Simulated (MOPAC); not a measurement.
Input for MOPAC: PM3 on H6OSiSn (SMILES [SiH3][O][SnH3]), a point of a torsion scan.

```
PM3 1SCF PRECISE CHARGE=0 THREADS=1
H6OSiSn

Si     1.69017716 1    -0.25319140 1     0.09485805 1
O      0.16877830 1     0.14544889 1    -0.26664465 1
Sn    -1.74054969 1     0.26787140 1    -0.03042702 1
H      2.11711145 1    -1.20372628 1    -0.92651356 1
H      2.44623598 1     0.99371573 1     0.05653559 1
H      1.74120848 1    -0.85914798 1     1.42521576 1
H     -2.03360427 1     0.04389796 1     1.59402791 1
H     -2.34631410 1    -0.94391959 1    -0.99236079 1
H     -2.06793300 1     1.79796913 1    -0.57844373 1
```

The log:

```
*******************************************************************************
 **                                                                           **
 **                              MOPAC v23.2.5                                **
 **                                                                           **
 *******************************************************************************
 ** MOPAC's Digital Object Identifier: https://doi.org/10.5281/zenodo.6511958 **
 **                                                                           **
 ** Please cite the open-source release paper for use of this MOPAC version:  **
 ** J. E. Moussa and J. J. P. Stewart (2026)                                  **
 ** MOPAC: An open-source semiempirical molecular orbital program             **
 ** J. Open Source Softw., 11(119), 8025, https://doi.org/10.21105/joss.08025 **
 *******************************************************************************

                              PM3 CALCULATION RESULTS

 *******************************************************************************
 *  PM3        - The PM3 Hamiltonian to be used
 *
 *
 *
 *                 CHARGE ON SYSTEM = 0
 *
 *
 *
 *  PRECISE    - TIGHTER CRITERIA TO BE USED
 *  1SCF       - DO 1 SCF AND THEN STOP
 *  THREADS=1  - MULTI-THREADING NOT USED
 *  T=         - A TIME OF 172800.0 SECONDS REQUESTED
 *  DUMP=N     - RESTART FILE WRITTEN EVERY 7200.0 SECONDS REQUESTED
 *******************************************************************************
PM3 1SCF PRECISE CHARGE=0 THREADS=1
 H6OSiSn

   ATOM   CHEMICAL          X               Y               Z
  NUMBER   SYMBOL      (ANGSTROMS)     (ANGSTROMS)     (ANGSTROMS)

     1      Si          1.69017716  *  -0.25319140  *   0.09485805  *
     2       O          0.16877830  *   0.14544889  *  -0.26664465  *
     3      Sn         -1.74054969  *   0.26787140  *  -0.03042702  *
     4       H          2.11711145  *  -1.20372628  *  -0.92651356  *
     5       H          2.44623598  *   0.99371573  *   0.05653559  *
     6       H          1.74120848  *  -0.85914798  *   1.42521576  *
     7       H         -2.03360427  *   0.04389796  *   1.59402791  *
     8       H         -2.34631410  *  -0.94391959  *  -0.99236079  *
     9       H         -2.06793300  *   1.79796913  *  -0.57844373  *



          CARTESIAN COORDINATES

    NO.       ATOM           X           Y           Z

     1        Si          1.6902     -0.2532      0.0949
     2         O          0.1688      0.1454     -0.2666
     3        Sn         -1.7405      0.2679     -0.0304
     4         H          2.1171     -1.2037     -0.9265
     5         H          2.4462      0.9937      0.0565
     6         H          1.7412     -0.8591      1.4252
     7         H         -2.0336      0.0439      1.5940
     8         H         -2.3463     -0.9439     -0.9924
     9         H         -2.0679      1.7980     -0.5784

  H: (PM3): J. J. P. STEWART, J. COMP. CHEM. 10, 209 (1989).
  O: (PM3): J. J. P. STEWART, J. COMP. CHEM. 10, 209 (1989).
 Si: (PM3): J. J. P. STEWART, J. COMP. CHEM. 10, 209 (1989).
 Sn: (PM3): J. J. P. STEWART, J. COMP. CHEM. 12, 320-341 (1991).

           Empirical Formula: H6 O Si Sn  =     9 atoms



      MOLECULAR POINT GROUP   :   C1


      RHF CALCULATION, NO. OF DOUBLY OCCUPIED LEVELS = 10


 -------------------------------------------------------------------------------
 PM3 1SCF PRECISE CHARGE=0 THREADS=1
 H6OSiSn



     1SCF WAS SPECIFIED, SO BFGS WAS NOT USED
     SCF FIELD WAS ACHIEVED


                              PM3 CALCULATION
                                                       MOPAC v23.2.5 Linux




          FINAL HEAT OF FORMATION =        -18.78461 KCAL/MOL =     -78.59481 KJ/MOL


          COSMO AREA              =        137.14 SQUARE ANGSTROMS
          COSMO VOLUME            =        130.21 CUBIC ANGSTROMS

          IONIZATION POTENTIAL    =          9.558948 EV
          HOMO LUMO ENERGIES (EV) =         -9.559 -0.342
          NO. OF FILLED LEVELS    =         10
          MOLECULAR WEIGHT        =        168.8223         POINT GROUP:  C1

          MOLECULAR DIMENSIONS (Angstroms)

            Atom       Atom       Distance
            H     8    H     5     5.27477
            H     4    H     9     4.44139
            H     4    H     7     2.53595


          SCF CALCULATIONS        =          1





   ATOM   CHEMICAL          X               Y               Z
  NUMBER   SYMBOL      (ANGSTROMS)     (ANGSTROMS)     (ANGSTROMS)

     1      Si          1.69017716  *  -0.25319140  *   0.09485805  *
     2       O          0.16877830  *   0.14544889  *  -0.26664465  *
     3      Sn         -1.74054969  *   0.26787140  *  -0.03042702  *
     4       H          2.11711145  *  -1.20372628  *  -0.92651356  *
     5       H          2.44623598  *   0.99371573  *   0.05653559  *
     6       H          1.74120848  *  -0.85914798  *   1.42521576  *
     7       H         -2.03360427  *   0.04389796  *   1.59402791  *
     8       H         -2.34631410  *  -0.94391959  *  -0.99236079  *
     9       H         -2.06793300  *   1.79796913  *  -0.57844373  *

                             CARTESIAN COORDINATES

   1   Si        1.690177160    -0.253191400     0.094858050
   2    O        0.168778300     0.145448890    -0.266644650
   3   Sn       -1.740549690     0.267871400    -0.030427020
   4    H        2.117111450    -1.203726280    -0.926513560
   5    H        2.446235980     0.993715730     0.056535590
   6    H        1.741208480    -0.859147980     1.425215760
   7    H       -2.033604270     0.043897960     1.594027910
   8    H       -2.346314100    -0.943919590    -0.992360790
   9    H       -2.067933000     1.797969130    -0.578443730


           Empirical Formula: H6 O Si Sn  =     9 atoms



      MOLECULAR POINT GROUP   :   C1


                  EIGENVALUES
 -34.59723 -17.64648 -15.74341 -14.01761 -13.89598 -12.90661 -11.94382 -11.77782
  -9.66535  -9.55895  -0.34231   0.79019   1.22313   1.46700   1.49698   2.71086
   2.93153   3.08965


              NET ATOMIC CHARGES AND DIPOLE CONTRIBUTIONS

  ATOM NO.   TYPE          CHARGE      No. of ELECS.   s-Pop       p-Pop
    1         Si           0.708236        3.2918     0.90115     2.39062
    2          O          -0.750690        6.7507     1.72467     5.02602
    3         Sn           1.012284        2.9877     1.00015     1.98757
    4          H          -0.122122        1.1221     1.12212
    5          H          -0.119851        1.1199     1.11985
    6          H          -0.136563        1.1366     1.13656
    7          H          -0.206352        1.2064     1.20635
    8          H          -0.196581        1.1966     1.19658
    9          H          -0.188361        1.1884     1.18836
 DIPOLE           X         Y         Z       TOTAL
 POINT-CHG.    -1.012    -0.165     0.593     1.184
 HYBRID        -0.010     0.024    -0.052     0.058
 SUM           -1.022    -0.140     0.541     1.165


          ATOMIC ORBITAL ELECTRON POPULATIONS

     Atom    s        px        py        pz
    1 Si   0.90115   0.66485   0.86433   0.86143
    2  O   1.72467   1.28034   1.88504   1.86063
    3 Sn   1.00015   0.49705   0.74884   0.74167
    4  H   1.12212
    5  H   1.11985
    6  H   1.13656
    7  H   1.20635
    8  H   1.19658
    9  H   1.18836

 **********************
 *                    *
 * JOB ENDED NORMALLY *
 *                    *
 **********************




 == MOPAC DONE ==
```

The run finished.

Cost: very roughly 0.03 core-seconds.
